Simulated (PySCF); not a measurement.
H3OSi (SMILES [O][SiH3]), doublet, at a GFN2-xTB geometry; PySCF with TPSS/cc-pVDZ.

The PySCF input:
```python
from pyscf import gto, scf, dft

mol = gto.Mole()
mol.atom = '''
    O     1.10385028   -0.07317263   -0.13629678
    Si   -0.40797618    0.05780856    0.04472453
    H    -1.06470779    1.35524447   -0.10446649
    H    -0.88650509   -0.59908882    1.32165800
    H    -1.16792280   -0.98009444   -0.75296067
'''
mol.basis = 'cc-pvdz'
mol.spin = 1
mol.verbose = 4
mol.build()

mf = dft.UKS(mol)
mf.xc = 'tpss'
mf.kernel()
mf.analyze()
```

The log (banner, timings and long lists left out):

```
PySCF version 2.14.0

[INPUT] verbose = 4
[INPUT] num. atoms = 5
[INPUT] num. electrons = 25
[INPUT] charge = 0
[INPUT] spin (= nelec alpha-beta = 2S) = 1
[INPUT] symmetry False subgroup None
[INPUT] Mole.unit = angstrom
[INPUT] Symbol           X                Y                Z      unit          X                Y                Z       unit  Magmom
[...]
nuclear repulsion = 59.3100534013674
number of shells = 19
number of NR pGTOs = 88
number of NR cGTOs = 47
basis = cc-pvdz
ecp = {}

******** <class 'pyscf.dft.uks.UKS'> ********
method = UKS
initial guess = minao
damping factor = 0
level_shift factor = 0
DIIS = <class 'pyscf.scf.diis.CDIIS'>
diis_start_cycle = 1
diis_space = 8
diis_damp = 0
SCF conv_tol = 1e-09
SCF conv_tol_grad = None
SCF max_cycles = 50
direct_scf = True
direct_scf_tol = 1e-13
number electrons alpha = 13  beta = 12
XC library pyscf.dft.libxc version 7.1.2
    S. Lehtola, C. Steigemann, M. J. T. Oliveira, and M. A. L. Marques,  SoftwareX 7, 1–5 (2018)
XC functionals = tpss
    J. Tao, J. P. Perdew, V. N. Staroverov, and G. E. Scuseria,  Phys. Rev. Lett. 91, 146401 (2003)
    J. P. Perdew, J. Tao, V. N. Staroverov, and G. E. Scuseria,  J. Chem. Phys. 120, 6898 (2004)
    J. Tao, J. P. Perdew, V. N. Staroverov, and G. E. Scuseria,  Phys. Rev. Lett. 91, 146401 (2003)
    J. P. Perdew, J. Tao, V. N. Staroverov, and G. E. Scuseria,  J. Chem. Phys. 120, 6898 (2004)
radial grids:
    Treutler-Ahlrichs [JCP 102, 346 (1995); DOI:10.1063/1.469408] (M4) radial grids

becke partition: Becke, JCP 88, 2547 (1988); DOI:10.1063/1.454033
pruning grids: <function nwchem_prune>
grids dens level: 3
symmetrized grids: False
atomic radii adjust function: <function treutler_atomic_radii_adjust>
small_rho_cutoff = 0
Set gradient conv threshold to 3.16228e-05
tot grids = 62688
init E= -366.51487977419

cycle= 1 E= -366.174033800882  delta_E= 0.341  |g|= 0.761  |ddm|= 1.28
cycle= 2 E= -361.973373293904  delta_E=  4.2  |g|= 2.47  |ddm|= 4.96
cycle= 3 E= -366.442894315781  delta_E= -4.47  |g|= 0.262  |ddm|= 4.74
cycle= 4 E= -366.463746460976  delta_E= -0.0209  |g|= 0.124  |ddm|= 0.175
cycle= 5 E= -366.472017484631  delta_E= -0.00827  |g|= 0.0235  |ddm|= 0.106
cycle= 6 E= -366.472290743396  delta_E= -0.000273  |g|= 0.00302  |ddm|= 0.026
cycle= 7 E= -366.472293793085  delta_E= -3.05e-06  |g|= 0.00209  |ddm|= 0.00482
cycle= 8 E= -366.472296165288  delta_E= -2.37e-06  |g|= 0.00087  |ddm|= 0.00309
cycle= 9 E= -366.472296661134  delta_E= -4.96e-07  |g|= 6.38e-05  |ddm|= 0.000994
cycle= 10 E= -366.472296664576  delta_E= -3.44e-09  |g|= 4.02e-05  |ddm|= 0.000143
cycle= 11 E= -366.472296665714  delta_E= -1.14e-09  |g|= 5.55e-06  |ddm|= 4.58e-05
cycle= 12 E= -366.472296665736  delta_E= -2.23e-11  |g|= 9.16e-07  |ddm|= 6.92e-06
Extra cycle  E= -366.472296665735  delta_E= 9.09e-13  |g|= 1.9e-06  |ddm|= 2.38e-06
converged SCF energy = -366.472296665735  <S^2> = 0.75710778  2S+1 = 2.0070952
**** SCF Summaries ****
Total Energy =                        -366.472296665735428
Nuclear Repulsion Energy =              59.310053401367426
One-electron Energy =                 -624.164562781758832
Two-electron Energy =                  198.382212714655964
Two-electron Coulomb Energy =          229.054831709536614
DFT Exchange-Correlation Energy =      -30.672618994880651
**** MO energy ****
                             alpha | beta                alpha | beta
[...]
To work with the spin densities directly, `use mulliken_meta_spin()` only printing them here.

 ** Mulliken spin pop alpha/beta on meta-lowdin orthogonal AOs **
 ** Mulliken Spin Density (per AO)  **
spin_pop of  0 O 1s       -0.00000
spin_pop of  0 O 2s        0.00759
spin_pop of  0 O 3s       -0.00015
spin_pop of  0 O 2px       0.01753
spin_pop of  0 O 2py       0.03018
spin_pop of  0 O 2pz       0.67977
spin_pop of  0 O 3px      -0.00006
spin_pop of  0 O 3py      -0.00019
spin_pop of  0 O 3pz       0.00041
spin_pop of  0 O 3dxy      0.00003
spin_pop of  0 O 3dyz      0.00005
spin_pop of  0 O 3dz^2    -0.00007
spin_pop of  0 O 3dxz      0.00068
spin_pop of  0 O 3dx2-y2    0.00004
spin_pop of  1 Si 1s        0.00000
spin_pop of  1 Si 2s        0.00000
spin_pop of  1 Si 3s       -0.01723
spin_pop of  1 Si 4s       -0.00018
spin_pop of  1 Si 2px      -0.00000
spin_pop of  1 Si 2py       0.00000
spin_pop of  1 Si 2pz       0.00000
spin_pop of  1 Si 3px      -0.01081
spin_pop of  1 Si 3py      -0.01504
spin_pop of  1 Si 3pz      -0.04631
spin_pop of  1 Si 4px      -0.00062
spin_pop of  1 Si 4py      -0.00004
spin_pop of  1 Si 4pz       0.00159
spin_pop of  1 Si 3dxy     -0.00056
spin_pop of  1 Si 3dyz      0.00013
spin_pop of  1 Si 3dz^2     0.00082
spin_pop of  1 Si 3dxz      0.00789
spin_pop of  1 Si 3dx2-y2   -0.00013
spin_pop of  2 H 1s       -0.00717
spin_pop of  2 H 2s       -0.00014
spin_pop of  2 H 2px      -0.00000
spin_pop of  2 H 2py       0.00000
spin_pop of  2 H 2pz       0.00002
spin_pop of  3 H 1s        0.17499
spin_pop of  3 H 2s        0.00020
spin_pop of  3 H 2px      -0.00002
spin_pop of  3 H 2py       0.00046
spin_pop of  3 H 2pz       0.00035
spin_pop of  4 H 1s        0.17499
spin_pop of  4 H 2s        0.00020
spin_pop of  4 H 2px       0.00001
spin_pop of  4 H 2py       0.00072
spin_pop of  4 H 2pz       0.00005
 ** Mulliken Spin Density (per atom)  **
spin density of  0 O =      0.73582
spin density of  1 Si =     -0.08047
spin density of  2 H =     -0.00728
spin density of  3 H =      0.17597
spin density of  4 H =      0.17597
 ** Mulliken pop alpha/beta on meta-lowdin orthogonal AOs **
 ** Mulliken pop       alpha | beta **
In total            13.00000 | 12.00000
 ** Mulliken atomic charges   ( Nelec_alpha | Nelec_beta ) **
charge of  0O =     -0.50243  (     4.61912      3.88330 )
charge of  1Si =      0.74852  (     6.58551      6.66598 )
charge of  2H =     -0.13236  (     0.56254      0.56982 )
charge of  3H =     -0.05686  (     0.61642      0.44045 )
charge of  4H =     -0.05686  (     0.61642      0.44045 )
Dipole moment(X, Y, Z, Debye): -1.66898,  0.13534,  0.20154
```
